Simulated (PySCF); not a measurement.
## Two-component Hartree-Fock for Yb⁶¹⁺ (ytterbium, charge +61)

Start: [He] 2s2 2p5; 2p1/2 filled at m_j = +1/2; 2p3/2 filled at m_j = -3/2, -1/2, +1/2, +3/2. Calculated with PySCF 2.14 in an even-tempered Gaussian basis (17 s from 44 bohr⁻², ratio 2.4; 13 p from 57 bohr⁻², ratio 2.4; 5 d from 200 bohr⁻², ratio 2.6; 4 f from 300 bohr⁻², ratio 2.6): generalised Hartree-Fock with the X2C-1e Hamiltonian and a Gaussian nucleus; one run each with spin-orbit coupling (SO) screened by Boettger's factors, then bare. This is a chosen level, not necessarily the ground level.

```csv
spinor shell,electrons,"ε, screened SO (eV)","ε, bare SO (eV)",weight of nominal j (bare SO),"rms radius, bare SO (bohr)"
1s1/2,2,-67195.7,-67195.9,1.000,0.0223
2s1/2,2,-15621.4,-15621.6,1.000,0.0879
2p1/2,1,-15251.3,-15278.5,1.000,0.0745
2p3/2,4,-14128.2,-14119.5,1.000,0.0812
```

```csv
quantity,screened SO,bare SO
E (hartree),-9241.15458,-9240.85499
M_J,1/2,1/2
⟨J²⟩,0.750,0.750
⟨L²⟩,2.013,2.014
⟨S²⟩,0.763,0.764
```

Each row is a mean over spinors that exchange with the open shell spreads, by up to 20.007 eV (2p3/2).

Breit and QED terms are absent; they matter most for the inner s and p1/2 levels.

Densities and radii are taken from the X2C orbitals without a picture-change correction, which distorts them close to the nucleus.
